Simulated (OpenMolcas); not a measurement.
A run on Xe4+.

```json
{"Program": "OpenMolcas", "Method": "XMS-CASPT2, IPEA 0 Eh, imaginary shift 0.1 Eh (closed shells correlated: 4d)", "Basis": "ANO-RCC [10s9p8d5f3g]", "Scalar Hamiltonian": "DKH2, point nucleus", "Active space": "4 electrons in 8 orbitals (5s 5p 6s 6p)", "State averaging": "2S+1 = 3 even, 3 roots; 2S+1 = 1 even, 12 roots; 2S+1 = 5 odd, 1 root; 2S+1 = 3 odd, 9 roots; 2S+1 = 1 odd, 8 roots", "Spin-orbit coupling": "state interaction with AMFI integrals over the reference wave functions, term energies averaged over their components"}
```

First CASPT2 step and the start of its output:

```
&CASPT2
XMultistate=3 1 2 3
Frozen=9 9
IPEA=0.0
Imaginary=0.1
MaxIter=60
WThr=0.0 0.3 0.05
PrWF=0.5
NoMix
```

```
--- CASPT2 ---
Orbital specifications:
      -----------------------

      Symmetry species                           1   2
                                                ag  au
      Frozen orbitals                            9   9
      Inactive orbitals                          5   0
      Active orbitals                            2   6
      Secondary orbitals                        61  47
      Deleted orbitals                           0   0
      Number of basis functions                 77  62
Type of calculation                        XMS-CASPT2
      Fock operator                              state-average
      IPEA shift                                 0.00
      Real shift                                 0.00
      Imaginary shift                            0.10
      The input orbitals will be transformed to quasi-canonical
      The input states will be rotated to diagonalize the Fock operator
Reference energy:       -7437.6691479986
      E2 (Non-variational):      -0.5687166324
      Shift correction:          -0.0002002916
      E2 (Variational):          -0.5689169240
      Total energy:           -7438.2380649226
      Residual norm:              0.0000003416
      Reference weight:           0.92629
      Contributions to the CASPT2 correlation energy
      Active & Virtual Only:         -0.0532413294
      One Inactive Excited:          -0.1505968607
      Two Inactive Excited:          -0.3648784423
Reference energy:       -7437.6691479985
      E2 (Non-variational):      -0.5687166324
      Shift correction:          -0.0002002916
      E2 (Variational):          -0.5689169239
      Total energy:           -7438.2380649224
      Residual norm:              0.0000003416
      Reference weight:           0.92629
...
```

Over all roots the printed reference weights run from 0.60 to 0.94, and roots that are degenerate in the reference spread by up to 14 cm-1.

Q: Did the run give usable levels, and if not, why?

A: No. The equations converged, but the reference weight falls to 0.60 for at least one root against 0.94 for the best. A drop of that size marks an intruder state, so the energies of such roots and the levels built on them can't be trusted.
